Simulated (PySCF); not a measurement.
Relaxation of sextet H₂CoO

Level of theory: UPBE0 in PySCF with Co def2-TZVP, O def2-TZVP, H def2-TZVP; no relativity; density-fitted integrals. A (50,194) grid was used.

A hand-made trigonal pyramidal start, of Cs symmetry, held to at least that symmetry:

```xyz
4
charge 0 multiplicity 6, angstrom
Co    0.0000   -0.3271    0.0000
O     0.1139    1.2689    0.0000
H    -0.9041   -0.5054   -1.0935
H    -0.9041   -0.5054    1.0935
```

Q: What forces act on the atoms at the start (eV/Å)?

A: 
```tsv
atom	Fx	Fy	Fz
Co1	2.55	-1.83	0.00
O2	0.49	2.93	0.00
H3	-1.52	-0.55	-2.54
H4	-1.52	-0.55	2.54
```

Q: What does it relax to?

A: It ends at Cs with Co–H 1.600 Å (×2), Co–O 1.721 Å; H–Co–H 130.3°, H–Co–O 104.5° (×2) (after a last refinement on a finer grid). A frequency run shows a minimum. Other isomers or separated fragments may lie lower.

Q: How much energy is released, and in how many steps?

A: 79.7 kJ/mol in 10 steps.

Open d and f shells are described by one determinant, and the ground state may have another occupation or spin. At this level a quartet minimum of C2v symmetry lies 193 kJ/mol below this structure.

The relaxation took 13 s on 4 threads of a shared Arm Neoverse V2 host, with 88 basis functions and 11 gradients; the process peaked at 0.59 GiB.
